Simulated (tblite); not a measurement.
Species: C6H6F (charge +1).
Atom-mapped SMILES: `[CH:1]#[C:2]/[C:3]([F:4])=[CH:5]/[CH+:6][CH3:7]` (hydrogens: H8 on C1; H9 on C5; H10 on C6; H11, H12, H13 on C7)
Bond orders are those of one Lewis drawing.

Computed with GFN2-xTB (tblite), gas phase: L-BFGS steps from a force-field or distance-geometry start until the largest atomic force falls under 0.01 eV/Å.

The end geometry, which sets the zero of energy:
```
atom  x, y, z in Å
C1     -3.5393    0.4458    0.6207
C2     -2.4518   -0.0053    0.3461
C3     -1.2181   -0.5707    0.0263
F4     -1.1952   -1.8654   -0.1534
C5     -0.0456    0.1661   -0.1056
C6      1.1607   -0.4192   -0.4249
C7      2.4016    0.3022   -0.5737
H8     -4.4821    0.8566    0.8622
H9     -0.1144    1.2339    0.0533
H10     1.1905   -1.4946   -0.5774
H11     2.3085    1.3722   -0.4095
H12     3.1565   -0.1238    0.0982
H13     2.8242    0.1028   -1.5660
```

Problem. These geometries come from the run, each turned onto the end geometry. Order them by energy, lowest first.
A.
```
atom  x, y, z in Å
C1     -3.5632    0.4352    0.5672
C2     -2.4516    0.0074    0.3589
C3     -1.2048   -0.5545    0.0868
F4     -1.1739   -1.8554   -0.0456
C5     -0.0321    0.1781   -0.0626
C6      1.1634   -0.4156   -0.4076
C7      2.4073    0.2942   -0.5830
H8     -4.5274    0.8276    0.7476
H9     -0.0917    1.2465    0.0938
H10     1.1745   -1.4879   -0.5828
H11     2.3558    1.3463   -0.3152
H12     3.2093   -0.2104   -0.0340
H13     2.7301    0.1892   -1.6273
```
B.
```
atom  x, y, z in Å
C1     -3.5252    0.4772    0.5419
C2     -2.4529   -0.0421    0.3364
C3     -1.2069   -0.6123    0.0791
F4     -1.1458   -1.9143   -0.0116
C5     -0.0511    0.1464   -0.0768
C6      1.1657   -0.4282   -0.3721
C7      2.3949    0.3033   -0.5632
H8     -4.4598    0.9353    0.7236
H9     -0.1412    1.2179    0.0368
H10     1.2025   -1.5044   -0.5050
H11     2.3574    1.3245   -0.1945
H12     3.2494   -0.2422   -0.1576
H13     2.6086    0.3397   -1.6407
```
C.
```
atom  x, y, z in Å
C1     -3.5527    0.4466    0.5524
C2     -2.4522   -0.0093    0.3446
C3     -1.2044   -0.5800    0.0896
F4     -1.1677   -1.8822   -0.0206
C5     -0.0373    0.1648   -0.0647
C6      1.1655   -0.4188   -0.3990
C7      2.4038    0.2999   -0.5819
H8     -4.5022    0.8770    0.7345
H9     -0.1222    1.2351    0.0776
H10     1.1931   -1.4965   -0.5413
H11     2.3612    1.3376   -0.2596
H12     3.2198   -0.2403   -0.0928
H13     2.6908    0.2668   -1.6425
```
D.
```
atom  x, y, z in Å
C1     -3.5137    0.5233    0.5376
C2     -2.4671    0.0088    0.3151
C3     -1.2029   -0.6229    0.0756
F4     -1.1893   -1.9608   -0.0161
C5     -0.0839    0.0819   -0.0775
C6      1.1972   -0.5192   -0.3460
C7      2.4031    0.3286   -0.5953
H8     -4.4588    0.9891    0.7325
H9     -0.1108    1.1654   -0.0180
H10     1.2738   -1.5972   -0.4506
H11     2.3231    1.2996   -0.1040
H12     3.2909   -0.1782   -0.2012
H13     2.5340    0.4823   -1.6558
```
E.
```
atom  x, y, z in Å
C1     -3.5087    0.5098    0.5342
C2     -2.4423   -0.0169    0.3191
C3     -1.2146   -0.6302    0.0701
F4     -1.2101   -1.9338   -0.0037
C5     -0.0383    0.0911   -0.0939
C6      1.1894   -0.4772   -0.3631
C7      2.3849    0.3142   -0.5532
H8     -4.4351    0.9786    0.7249
H9     -0.1164    1.1668   -0.0092
H10     1.2688   -1.5569   -0.4485
H11     2.3005    1.3106   -0.1217
H12     3.2853   -0.2065   -0.2245
H13     2.5320    0.4509   -1.6341
```

Solution. A (0.005 eV), C (0.009 eV), B (0.016 eV), E (0.029 eV), D (0.326 eV).

In the order of the answer:

| step | E above end (eV) | largest force (eV/Å) | rms force component (eV/Å) | rms distance from end (Å) | rms bond change (Å) | bond most changed (Å) |
| --- | --- | --- | --- | --- | --- | --- |
| 42 | 0.005 | 0.03 | 0.011 | 0.088 | 0.001 | C7–H12 -0.002 |
| 31 | 0.009 | 0.11 | 0.030 | 0.118 | 0.001 | C7–H12 -0.003 |
| 24 | 0.016 | 0.08 | 0.026 | 0.158 | 0.002 | C7–H12 -0.005 |
| 9 | 0.029 | 0.08 | 0.029 | 0.207 | 0.002 | C7–H12 -0.006 |
| 0 | 0.326 | 4.20 | 1.231 | 0.215 | 0.034 | C5–C6 +0.062 |

What follows is the cost of the whole relaxation. On one thread, Intel Xeon Platinum 8488C (x86_64), no GPU, shared host with 96 logical CPUs at a one-minute load of 25, this took 0.31 s wall.
